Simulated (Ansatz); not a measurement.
Ansatz (a first-principles code) input (CCSD(T)/def2-SVPD):

Ansatz 0.2 input:
```yaml
crystal:
  periodic: [false, false, false]
  atoms:
    - {symbol: Si, position_ang: [0.46092426, 0.05172233, -0.13674938]}
    - {symbol: Br, position_ang: [0.40127070, -0.67108094, 1.95964064]}
    - {symbol: Br, position_ang: [-0.49668634, -1.41434405, -1.47192337]}
    - {symbol: Br, position_ang: [-0.58980467, 1.99896187, -0.32113847]}
    - {symbol: N, position_ang: [2.13519857, 0.18647064, -0.54411225]}
    - {symbol: H, position_ang: [2.58338163, 0.99680234, -0.10698126]}
basis:
  gaussian:
    orbitals: def2-SVPD
magnetization: {spin_polarized: true, initial_magnetization: 1}
correlation: {method: ccsd_t, electrons: outside_noble_gas}
output: {forces: true}
```

End of the output:

```
1682 factors; integrals over basis functions are off by at most 9.8e-4 eV
mean field: 2.57 GiB planned
mean field evaluation 1: about -219327.8186 eV, gradient 2.0e1 eV
mean field evaluation 2: about -219327.8326 eV, gradient 2.0e1 eV
mean field evaluation 4: about -219330.9439 eV, gradient 2.7e0 eV
mean field evaluation 8: about -219331.0887 eV, gradient 2.1e-1 eV
mean field evaluation 16: about -219330.0664 eV, gradient 1.2e1 eV
mean field evaluation 32: about -219328.6409 eV, gradient 1.3e1 eV
mean field evaluation 64: about -219329.9275 eV, gradient 8.6e-2 eV
mean field -219331.09019854 eV, -8060.2688968436 hartree, gradient 2.9e-6 eV, S^2 0.759271; 5 other end points of the search recorded, 0 dependent functions left out
determinant -219331.09019854 eV, -8060.2688968436 hartree, with singles and doubles -219348.80320846 eV, -8060.9198379521 hartree
determinant -219329.92738339 eV, -8060.2261641751 hartree, with singles and doubles -219347.68998235 eV, -8060.8789276471 hartree
48 core orbitals not correlated
reference -219331.09019854 eV, -8060.2688968436 hartree; 16, 15 occupied and 111, 112 virtual orbitals, 1682 factors
densities: 4.48 GiB planned
second order -16.47173056 eV of doubles, -0.00000000 eV of singles
coupled cluster: 2.56 GiB planned
cycle   1  -17.69446337 eV  change   -5.6e-1 eV  update   2.8e-2
cycle   2  -17.72677752 eV  change   -3.2e-2 eV  update   7.4e-3
cycle   3  -17.73075252 eV  change   -4.0e-3 eV  update   3.5e-3
cycle   4  -17.73192007 eV  change   -1.2e-3 eV  update   1.3e-3
cycle   5  -17.73234461 eV  change   -4.2e-4 eV  update   7.3e-4
cycle   6  -17.73283035 eV  change   -4.9e-4 eV  update   4.0e-4
cycle   7  -17.73292212 eV  change   -9.2e-5 eV  update   2.0e-4
cycle   8  -17.73291018 eV  change    1.2e-5 eV  update   1.4e-4
cycle   9  -17.73289558 eV  change    1.5e-5 eV  update   1.1e-4
cycle  10  -17.73289103 eV  change    4.6e-6 eV  update   8.8e-5
cycle  11  -17.73290217 eV  change   -1.1e-5 eV  update   6.2e-5
cycle  12  -17.73289605 eV  change    6.1e-6 eV  update   3.4e-5
cycle  13  -17.73289790 eV  change   -1.9e-6 eV  update   1.5e-5
cycle  14  -17.73289807 eV  change   -1.6e-7 eV  update   6.4e-6
cycle  15  -17.73289892 eV  change   -8.5e-7 eV  update   2.9e-6
cycle  16  -17.73289914 eV  change   -2.2e-7 eV  update   1.4e-6
cycle  17  -17.73289923 eV  change   -9.9e-8 eV  update   7.3e-7
cycle  18  -17.73289920 eV  change    3.1e-8 eV  update   3.7e-7
perturbative correction -0.59732868 eV, -0.0219514242 hartree
the calculation of the forces begins
Total energy: -219349.42042642 eV, -8060.9425202938 hartree
Atom 0 at     0.460924     0.051722    -0.136749 Å, force    -0.601766    -0.044938     0.155767 eV/Å
Atom 1 at     0.401271    -0.671081     1.959641 Å, force    -0.009583    -0.069598     0.213165 eV/Å
Atom 2 at    -0.496686    -1.414344    -1.471923 Å, force    -0.111198    -0.181037    -0.163695 eV/Å
Atom 3 at    -0.589805     1.998962    -0.321138 Å, force    -0.103527     0.197365    -0.016535 eV/Å
Atom 4 at     2.135199     0.186471    -0.544112 Å, force     0.630330    -0.133221    -0.302597 eV/Å
Atom 5 at     2.583382     0.996802    -0.106981 Å, force     0.195744     0.231430     0.113896 eV/Å
Dipole moment:     0.075542     0.203530     0.111404 e Å
```

It need not be the lowest isomer of its formula.
